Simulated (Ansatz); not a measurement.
`[SH][SbH2]`, relaxed with RKS PBE0-D4/def2-TZVP in Ansatz 0.2.0 from a PBE-D4/def2-SVP geometry. The force threshold is 0.005 eV/Å; the program also tests the step.

Total charge 0; spin multiplicity 1. Sb: def2 effective core potential.

Start:

```xyz
5

S    -1.228    0.511    0.783
Sb    0.637   -0.634   -0.380
H    -1.842   -0.670    1.075
H     0.580    0.393   -1.782
H     1.854    0.400    0.304
```

```json
{"step": "1", "energy (eV)": "-17418.9059", "largest force (eV/Å)": "0.722", "largest move (Å)": "0.000"}
{"step": "2", "energy (eV)": "-17418.9227", "largest force (eV/Å)": "0.495", "largest move (Å)": "0.064"}
{"step": "3", "energy (eV)": "-17418.9363", "largest force (eV/Å)": "0.084", "largest move (Å)": "0.036"}
{"step": "4 (rejected)", "energy (eV)": "-17418.9310", "largest force (eV/Å)": "0.228", "largest move (Å)": "0.057"}
{"step": "5", "energy (eV)": "-17418.9372", "largest force (eV/Å)": "0.002", "largest move (Å)": "0.021"}
```

End:

```xyz
5

S    -1.211    0.498    0.747
Sb    0.625   -0.616   -0.380
H    -1.806   -0.658    1.078
H     0.566    0.392   -1.761
H     1.827    0.383    0.316
```

Hardware: 2 threads of an Arm Neoverse V1 on a shared host. Wall time 9 s, peak host memory 0.18 GiB.
